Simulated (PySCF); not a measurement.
sulfur atom (S), triplet. Base run: HF/6-31G** run with PySCF.

Here is a job for PySCF.
```python
from pyscf import gto, scf

mol = gto.M(
    atom='''
S     0.00000000    0.00000000    0.00000000
''',
    basis='6-31g**',
    spin=2,
    verbose=4,
)

mf = scf.UHF(mol)
mf.kernel()
mf.analyze()
```

Variants of this job, named by their change:

| change | ΔE vs base (mEh) | fitting functions |
|---|---|---|
| base | 0.000 | - |
| auxbasis = cc-pvqz-jkfit | 0.003 | 148 |
| auxbasis = def2-tzvp-ri | -1.674 | 113 |
| auxbasis = def2-universal-jfit | 2467.2 | 51 |
| auxbasis = default (with mf = mf.density_fit()) | 0.003 | 112 |
| auxbasis = even-tempered beta=3.0 | -0.064 | 119 |
| auxbasis = cc-pvdz-jkfit | 0.003 | 112 |
| auxbasis = def2-universal-jkfit | -0.016 | 128 |
| auxbasis = even-tempered beta=1.6 | -0.002 | 263 |
| only_dfj = on; auxbasis = def2-universal-jfit | -0.039 | 51 |

A fitting set is made for a task (jfit for Coulomb, jkfit for Coulomb and exchange, ri for correlation) and for a family of orbital bases.

Open shells are given as the SCF converged; they aren't shown to be the lowest states, and a large step between rows can be another state.
